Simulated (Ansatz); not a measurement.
B(OH) (BHO), SMILES [B]O (connectivity only; charge and spin as stated), neutral, multiplicity 1.

The structure is a stationary point at PBE0-D3(BJ)/def2-TZVPD. The geometry has at least one imaginary mode, so it is a saddle point at that level.

Two levels are set side by side: PBE/def2-TZVPD (Ansatz, a first-principles code) and PBE0/def2-TZVPD (Ansatz). Energy differences of separate SCF runs at the same geometry; the states with an electron removed or added have multiplicity 2 and 2. Differences are taken from unrounded values.

```tsv
quantity	PBE0	PBE	PBE minus PBE0
vertical ionisation energy (eV)	9.49	9.49	0.00
vertical singlet–triplet gap (eV)	3.37	3.42	0.05
```

On these quantities the two levels nearly agree.
